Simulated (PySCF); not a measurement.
These compounds are isomers of formula C₉H₁₆O.

A. `CO[C@@H]1CC[C@H]2CC[C@@H]1C2`
B. SMILES C=CC1(CO)CCCCC1
C. SMILES CC1CC(=COC(C)C)C1
D. `CC(C)(C)[C@H]1C=COCC1`

Spectrum 1. 13C{1H} NMR (computed): δ 147.3 (CH), 116.5 (C), 76.9 (CH), 35.1 (CH2), 35.0 (CH2), 26.6 (CH), 25.0 (CH3), 24.8 (CH3).

Spectrum 2. 13C{1H} NMR (computed): δ 152.7 (CH), 107.5 (CH), 68.5 (CH2), 44.8 (CH), 34.2 (C), 28.3 (CH3), 28.0 (CH2).

Spectrum 3. 13C{1H} NMR (computed): δ 84.5 (CH), 58.1 (CH3), 38.6 (CH), 38.4 (CH), 34.0 (CH2), 33.0 (CH2), 30.1 (CH2), 29.8 (CH2), 29.3 (CH2).

Spectrum 4. 13C{1H} NMR (computed): δ 158.0 (CH), 120.3 (CH2), 64.8 (CH2), 44.0 (C), 33.9 (CH2), 30.3 (CH2), 25.5 (CH2).

[PySCF 2.14.0 with density-fitted response routines: GFN2-xTB geometry; shieldings: GIAO PBE0/pcSseg-1; one conformer; no solvent model; one averaged value for each set of equivalent atoms; non-relativistic]

Shifts are taken against calculated references (same method and geometry level): 13C (σ = 186.93 ppm) against TMS. Shifts are as computed. Against solution values, carbons near 30 ppm lie about +3 ppm off and those near 130 ppm about +5 ppm. Of 1211 compounds with measured shifts, 218 miss one by over three times the rms of a fit or turn the order of signals round; such compounds aren't used in these exercises.

Match each spectrum to its structure.

Results:

1–C, 2–D, 3–A, 4–B.

- Spectrum 1 (C): 8 13C signals; δC 147.3 is an alkene carbon bearing oxygen; δC 76.9 is an sp3 CH bonded to O.
- Spectrum 2 (D): 7 13C signals; δC 152.7 is an alkene carbon bearing oxygen; δC 107.5 is a β carbon of an enol-ether or enamine type C=C.
- Spectrum 3 (A): 9 13C signals; δC 84.5 is an sp3 CH bonded to O; δC 58.1 is a methyl carbon bonded to O.
- Spectrum 4 (B): 7 13C signals; δC 158.0 is an alkene CH; δC 120.3 is a terminal =CH2 carbon.
